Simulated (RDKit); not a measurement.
RDKit input (UFF):

```python
from rdkit import Chem
from rdkit.Chem import AllChem, rdDetermineBonds

mol = Chem.MolFromXYZFile('mol.xyz')
rdDetermineBonds.DetermineBonds(mol, charge=0)
print('SMILES', Chem.MolToSmiles(Chem.RemoveHs(mol)))
ff = AllChem.UFFGetMoleculeForceField(mol)
e0 = ff.CalcEnergy()
flag = ff.Minimize(maxIts=5000, forceTol=1e-5)
print(f'energy {e0:.4f} -> {ff.CalcEnergy():.4f} kcal/mol, converged: {flag == 0}')
print(Chem.MolToXYZBlock(mol))
```
mol.xyz:
```
12

C     -1.95105108     0.13248936    -0.04399183
C     -0.50694792     0.29325068     0.31313964
C      0.50694792    -0.29325068    -0.31313964
C      1.95105108    -0.13248936     0.04399183
H     -2.07809854    -0.53645292    -0.89653654
H     -2.40593983     1.09501804    -0.29633442
H     -2.52350439    -0.27380771     0.79522323
H     -0.28987359     0.94664166     1.15587905
H      0.28987359    -0.94664166    -1.15587905
H      2.07809854     0.53645292     0.89653654
H      2.52350439     0.27380771    -0.79522323
H      2.40593983    -1.09501804     0.29633442
```

Output:

```
SMILES C/C=C/C
energy 6.5135 -> 4.3765 kcal/mol, converged: True
12

C     -1.934333    0.127075   -0.048981
C     -0.495001    0.307366    0.332127
C      0.495001   -0.307367   -0.332127
C      1.934333   -0.127075    0.048981
H     -2.051748   -0.555678   -0.917804
H     -2.369683    1.114007   -0.309638
H     -2.490668   -0.294628    0.813670
H     -0.267591    0.957686    1.172126
H      0.267591   -0.957686   -1.172126
H      2.051747    0.555673    0.917809
H      2.490666    0.294635   -0.813668
H      2.369686   -1.114008    0.309631
```

The geometry given is a B3LYP-D3(BJ)/def2-TZVP minimum.
